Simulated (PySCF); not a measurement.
Static response to an electric field

Compound: C4H7NSi.
Atom-mapped SMILES: `[CH3:1][C:2]#[C:3]/[CH:4]=[N:5]\[SiH3:6]` (hydrogens: H7, H8, H9 on C1; H10 on C4; H11, H12, H13 on Si6)

Geometry (GFN2-xTB, Å), atoms numbered from 1 in this order:
```
atom  x, y, z in Å
C1     2.785   -0.335    0.196
C2     1.505    0.265   -0.093
C3     0.446    0.782   -0.345
C4    -0.819    1.350   -0.620
N5    -1.944    0.829   -0.404
Si6   -2.482   -0.662    0.251
H7     2.706   -1.421    0.156
H8     3.109   -0.042    1.195
H9     3.528   -0.001   -0.527
H10   -0.788    2.349   -1.067
H11   -3.253   -1.241   -0.848
H12   -3.323   -0.245    1.372
H13   -1.475   -1.626    0.716
```

Level: PBE0/def2-SVPD (PySCF), static field, nuclei fixed, core orbitals frozen in the response. The polarisability tensor in these axes (au):

```
x   121.32  -0.77   1.68
y    -0.77  74.27  -6.94
z     1.68  -6.94  61.99
```

Task: Give the principal values, the mean and the anisotropy Δα = √{½[(α1 − α2)² + (α2 − α3)² + (α1 − α3)²]}.

Result: Principal values 58.84, 77.35 and 121.38 au; mean 85.86 au = 12.72 Å³ = 14.16 × 10⁻⁴⁰ C²·m²/J; Δα = 55.65 au (65 % of the mean).

Task: What is the dipole moment, and where does it point?

Result: (3.06, -0.62, 0.34) D, 3.14 D in size, pointing from the negative to the positive side. Measured along this direction, the outermost atoms are H12 and H11 at the negative end and H9 at the positive end.

Task: Molar refractivity from α?

Result: Lorentz–Lorenz: R = (4π/3)N_A α = 2.5225 cm³/(mol·Å³) × 12.72 Å³ = 32.1 cm³/mol, in the limit of long wavelengths.

Task: Rayleigh depolarisation ratio (linearly polarised light, static tensor)?

Result: ρ = 3Δα²/(45ᾱ² + 4Δα²) = 9289.4/(331721 + 12385.8) = 0.027.

Task: Form Σ f/ω² (atomic units) for the 8 lowest TDDFT singlets, given as eV and f, and set it beside the mean polarisability, which is this sum over all singlets: 3.69, 0.0012; 4.81, 0.0001; 5.41, 0.2905; 6.25, 0.0146; 6.66, 0.0003; 6.81, 0.0129; 6.84, 0.0026; 6.98, 0.0185.

Result: They add up to 8.21 au, 9.6 % of the 85.86 au; the largest single term is 7.34 au, from the state at 5.41 eV. Terms in order: 0.06, 0.00, 7.34, 0.28, 0.00, 0.21, 0.04, 0.28 au. Higher excitations give the rest. The strengths listed sum to 0.341.

Geometry: GFN2-xTB; no solvent, vibrations or thermal averaging. GFN2-xTB frequencies show an imaginary mode (32i cm⁻¹), so this geometry is no minimum at that level.
